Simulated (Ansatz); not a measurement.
Basis-set extrapolation for C3H8ClNSi (`C=CCN[SiH2]Cl`) (PBE0-D4/def2-TZVP geometry, frozen core, Ansatz). Multiplicity 1, RHF reference.

```json
{"": "HF", "def2-TZVPP": "-921.292487", "def2-QZVPP": "-921.322675"}
{"": "MP2 correlation", "def2-TZVPP": "-1.015435", "def2-QZVPP": "-1.091243"}
{"": "CCSD(T) correlation", "def2-TZVPP": "-1.123710", "def2-QZVPP": "not run"}
```

Energies in hartree. Use E(X) = E(∞) + A·exp(−7.88·√X) for Hartree–Fock and E(X) = E(∞) + B·X^(−2.97) for correlation, with X = 3 and 4, and add CCSD(T) minus MP2 of the smaller set to the MP2 limit.

Problem. What is the CCSD(T) energy at the basis-set limit?

Solution. HF limit: -921.322675 + (-0.030188) × 0.13774 = -921.32683. MP2 limit: -1.091243 + (-0.075808) × 0.74074 = -1.14740. Higher-order term: -1.123710 − (-1.015435) = -0.10827. Total: -922.58250 hartree, 4.53 eV below CCSD(T)/def2-TZVPP.
